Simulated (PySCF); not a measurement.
# NMR data sheet: C₈H₁₆Si

```
Formula                               : C8H16Si
SMILES                                : C=C(C)/C=C(\[SiH3])C(C)C
Point group of the computed structure : C1
Degrees of unsaturation               : 2
Carbon signals                        : 7
Proton signals                        : 7
```

Structure with atom numbers: `[CH2:1]=[C:2]([CH3:3])/[CH:4]=[C:5](\[SiH3:6])[CH:7]([CH3:8])[CH3:9]`; H(Xn) means a hydrogen on atom n. Ha(C1) is cis to C3; Hb(C1) is trans to C3.

PySCF 2.14.0 with density-fitted response routines calculation with PBE0/pcSseg-1 with gauge-including orbitals and geometry: GFN2-xTB; gas phase, relativity neglected, fast rotation and ring inversion assumed for equivalent nuclei, one computed conformer.

Chemical shifts δ = σref − σ; ¹H (σ = 31.72 ppm) and ¹³C (σ = 186.93 ppm) and ²⁹Si (σ = 349.16 ppm) against TMS, all at this level.

| carbon | δC, type | δH (multiplicity) | HMBC from (2–3 bonds) | span of the C tensor (ppm) |
| --- | --- | --- | --- | --- |
| C1 | 127.9, CH2 | Ha(C1) 5.44 (br s); Hb(C1) 5.28 (br s) | H(C4), H(C3) | 178 |
| C2 | 152.6, C | – | H(C4), Ha(C1), Hb(C1), H(C3) | 239 |
| C3 | 23.5, CH3 | 2.17 (s) | H(C4), Ha(C1), Hb(C1) | 30 |
| C4 | 150.2, CH | 6.98 (s) | Ha(C1), Hb(C1), H(Si6), H(C7), H(C3) | 208 |
| C5 | 145.8, C | – | H(C4), H(Si6), H(C7), H(C8)/H(C9) | 214 |
| C7 | 42.7, CH | 2.49 (sept) | H(C4), H(Si6), H(C8)/H(C9) | 25 |
| C8/C9 | 25.0, CH3 | 1.11 (d) | H(C7), H(C8)/H(C9) | 38 |

Other nuclei:
| atoms | nucleus | environment | δ (ppm) | σ (ppm) |
| --- | --- | --- | --- | --- |
| H(Si6) | ¹H | hydrogen on a silicon bonded to C | 4.45 | 27.27 |
| Si6 | ²⁹Si | silicon bonded to C, 3 H | -70.9 | 420.0 |

1. Carbon types of the structure: 2 × C, 2 × CH, 1 × CH2, 3 × CH3, leaving 3 H on heteroatoms.
2. δC 152.6, 145.8: fully substituted alkene carbon; an sp2 carbon of a C=C bond.
3. δC 150.2: alkene CH; the olefinic region.
4. δC 127.9: terminal =CH2 carbon; as expected for a trigonal carbon in a double bond.
5. δC 23.5: allylic methyl carbon; saturated and bonded to C and H only.
6. δH 6.98: hydrogen on an alkene CH; a vinylic proton, deshielded by the sp2 carbon and the C=C anisotropy.

Shifts are as computed. Against solution values, carbons near 30 ppm lie about +3 ppm off and those near 130 ppm about +5 ppm. Of 1211 compounds with measured shifts, 218 miss one by over three times the rms of a fit or turn the order of signals round; such compounds aren't used in these exercises. No couplings were computed; multiplicities are counted from neighbouring protons, with m where these are inequivalent, close in shift, in a saturated or five-membered ring or joined by F or P, and br s for small geminal =CH2 splittings.
